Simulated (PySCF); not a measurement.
**Telling isomers of C₈H₁₅P apart by NMR**

[PySCF 2.14: NMR shieldings at PBE0/pcSseg-1/GIAO; GFN2-xTB geometry; rapidly exchanging positions averaged; one computed conformer; in vacuum; no relativistic terms]

Chemical shifts δ = σref − σ; $^{1}$H (σ = 31.72 ppm) and $^{13}$C (σ = 186.93 ppm) vs TMS, all at this level. Splittings of carbon signals by F and P are missing where no couplings were computed. Where no couplings were computed, multiplicities follow the n + 1 count of equivalent neighbours, and m marks all less simple cases (inequivalent or close neighbours, rings, F or P nearby). Shifts are as computed. Against solution values, carbons near 30 ppm lie about +3 ppm off and those near 130 ppm about +5 ppm. Of 1211 compounds with measured shifts, 218 miss one by over three times the rms of a fit or turn the order of signals round; such compounds aren't used in these exercises.

(1) Tabulate the signals of `CC(C)(C)/C=P/C1CC1`, `C#CP(C(C)C)C(C)C` and their relative energies.

(2) What is the quickest way to tell CC(C)(C)/C=P/C1CC1 from C#CP(C(C)C)C(C)C?

Results:

(1) 
```json
{"SMILES": "CC(C)(C)/C=P/C1CC1", "carbon types": "1×C 2×CH 2×CH2 3×CH3", "δC": "217.4, 41.1, 32.6, 22.9, 7.6", "δH": "9.44 (m, 1H), 1.40 (m, 1H), 1.23 (s, 9H), 0.90 (m, 2H), 0.52 (m, 2H)", "E rel. (kcal/mol)": "0.0"}
{"SMILES": "C#CP(C(C)C)C(C)C", "carbon types": "1×C 3×CH 4×CH3", "δC": "102.4, 89.8, 30.7, 21.1", "δH": "2.36 (m, 1H), 1.92 (m, 2H), 1.26 (m, 12H)", "E rel. (kcal/mol)": "9.6"}
```

Energies are electronic energies at PBE0/pcSseg-1 on these geometries, without zero-point or thermal terms, each for the one conformer computed, which needn't be the lowest.

(2) Count the carbon signals: 5 against 4. The first has a carbon double-bonded to a heavier main-group atom (CH) at 217.4 ppm, the second a terminal alkyne carbon (CH) at 102.4 ppm. In the proton spectra the most deshielded non-exchanging signals are 9.44 (m, 1H) and 2.36 (m, 1H).
